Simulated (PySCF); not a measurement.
# Radial density of Yb (ytterbium, neutral)

r2SCAN, [Xe] 4f14 6s2, closed-shell 1S. All numbers are calculated (PySCF 2.14, scalar relativity by spin-free X2C-1e, in ANO-R3 (9s8p5d5f3g2h, 142 functions)).

| r (bohr) | 4πr²ρ (e/bohr) |
| --- | --- |
| 0.0180 | 90.27 |
| 0.0303 | 86.12 |
| 0.0510 | 122.0 |
| 0.0859 | 107.4 |
| 0.144 | 108.5 |
| 0.243 | 77.95 |
| 0.409 | 62.99 |
| 0.687 | 37.88 |
| 1.16 | 13.73 |
| 1.94 | 3.539 |
| 3.27 | 0.7885 |
| 5.50 | 0.2460 |
| 9.25 | 0.009628 |

Densities and radii are taken from the X2C orbitals without a picture-change correction, which distorts them close to the nucleus.

Spin-orbit coupling, which splits the p, d and f shells strongly at this Z, is absent.
